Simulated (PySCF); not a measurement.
Ga(Cl)(vinyl)(OH) (C2H4ClGaO), SMILES C=[CH][Ga]([Cl])[OH].

Geometry optimised at B3LYP-D3(BJ)/def2-SVP. The structure was generated by enumeration; whether it is a known compound was not checked. One conformer was computed; it need not be the lowest.

Level of theory: TDDFT-M06-2X/def2-SVPD (PySCF).

Vertical excitations.  State labels are in the subgroup Cs.

Computed UV-visible absorptions:
| state | symmetry | energy (eV) | λ (nm) | f | main pairs |
|---|---|---|---|---|---|
| S1 | A" | 5.79 | 214 | 0.002 | HOMO−1→LUMO 83 % |
| S2 | A' | 6.51 | 191 | 0.262 | HOMO→LUMO 98 % |
| S3 | A" | 6.81 | 182 | 0.000 | HOMO−3→LUMO 69 %, HOMO−1→LUMO 12 % |
| S4 | A" | 6.90 | 180 | 0.003 | HOMO→LUMO+1 76 % |
| S5 | A' | 7.00 | 177 | 0.047 | HOMO−2→LUMO 50 %, HOMO−1→LUMO+1 23 %, HOMO−3→LUMO+1 11 % |
| S6 | A' | 7.17 | 173 | 0.107 | HOMO−1→LUMO+1 51 %, HOMO−2→LUMO 34 % |
| S7 | A" | 7.18 | 173 | 0.000 | HOMO−2→LUMO+1 74 % |
| S8 | A" | 7.47 | 166 | 0.001 | HOMO−5→LUMO 82 % |
| S9 | A' | 7.74 | 160 | 0.193 | HOMO−3→LUMO+1 67 % |
| S10 | A' | 7.82 | 159 | 0.036 | HOMO−4→LUMO 82 % |
| T1 | A' | 4.39 | 283 | 0 | HOMO→LUMO 82 %, HOMO→LUMO+3 13 % |
| T2 | A" | 5.36 | 231 | 0 | HOMO−1→LUMO 77 %, HOMO−3→LUMO 14 % |
| T3 | A' | 6.50 | 191 | 0 | HOMO−2→LUMO 52 %, HOMO−1→LUMO+1 18 %, HOMO−4→LUMO 10 % |
| T4 | A' | 6.58 | 188 | 0 | HOMO−1→LUMO+1 54 %, HOMO−2→LUMO 25 % |
Triplets are in the Tamm–Dancoff approximation, which puts them higher than full response would, so one can lie above its singlet here.
